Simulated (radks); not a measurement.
The numbers below are computed, except where a source is named.
The chromium anion Cr- inside a hard spherical wall (all orbitals vanish at R), configuration held at [Ar] 3d5 4s2 and not refilled when levels cross. Code: a radial shooting solver on a logarithmic mesh with Libxc functionals. Model: non-relativistic Kohn-Sham, PBEsol, spin-polarised, spherical densities, point nucleus; open shells are filled with parallel spins first. Eigenvalues in eV for spin up, with the zero of energy where the potential of the charges vanishes at infinity; a dash marks a level that is unbound or too diffuse for the functional's potential to be trusted. A positive occupied level is held by the wall or, in an anion where self-interaction has pushed it up, behind a barrier. The pressure on the wall is -dE/dV.

R (bohr)	E (hartree)	kinetic (hartree)	e(3s)	e(3p)	e(4s)	e(3d)	e(4p, empty)	e(5s, empty)	pressure (GPa)
20	-1043.18964	1042.197	-68.255	-40.955	0.216	1.073	2.143	2.170	0.000712
15	-1043.18837	1042.199	-68.061	-40.759	0.392	1.272	2.554	3.003	0.00534
12	-1043.18529	1042.210	-67.787	-40.483	0.623	1.549	3.000	4.201	0.0309
10	-1043.17851	1042.235	-67.388	-40.081	0.952	1.945	3.565	5.873	0.132
4	-1042.44610	1044.452	-56.519	-29.359	13.284	12.167	20.030	54.427	111
2	-1031.62421	1075.656	-13.374	14.383	125.41	61.098	141.96	346.19	13200
1.5	-1008.47705	1136.005	42.644	73.597	308.87	124.74	323.04	734.97	89300
